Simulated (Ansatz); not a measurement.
`O[SiH](O)N[Si](F)(F)F` + CH₃OH → `CO[Si](F)(F)F` + `N[SiH](O)O`  (ligand exchange at the Si–N bond)

Gas-phase electronic energies from Ansatz, PBE0-D4/def2-TZVP geometries. CCSD(T)/CBS adds triple-zeta CCSD(T) − MP2 to the extrapolated MP2 energy (def2 sets, frozen cores). This one scheme is used for every species. Functionals use def2-TZVPP. One conformer a species, not always the lowest.

| level | ΔE (kJ/mol) |
| --- | --- |
| B2PLYP | -32.4 |
| RPA@PBE/def2-TZVPP | -28.2 |
| CCSD(T)/def2-SVP | -15.9 |
| HF/def2-TZVPP | -37.9 |

(1) What does CCSD(T)/CBS give? (An estimate is asked.)

(2) What do rigid-rotor, harmonic-oscillator terms from PBE0-D4/def2-TZVP frequencies (298.15 K, 1 bar) make of the CCSD(T)/CBS value? (Estimate.)

Largest T1 diagnostic among the species: 0.012.

Answers

(1) Computed: -29.0 kJ/mol. The listed levels differ from it by -3.4, 0.8, 13.1, -8.9 kJ/mol.

(2) Ansatz gave: ΔZPE = +1.1 kJ/mol, ΔH = -28.6 kJ/mol, ΔS = 10 J/(mol·K), ΔG = -31.7 kJ/mol. Modes under 50 cm⁻¹ make the entropy rough.

Leaving LDA and LC-ωPBE aside and taking each functional with its dispersion term where it has one, the values, not all of them listed here, spread over 11.9 kJ/mol, from B2PLYP to revPBE-D4. At CCSD(T), def2-SVP lies +13.1 kJ/mol from the extrapolated value and def2-TZVPP +0.2 kJ/mol.
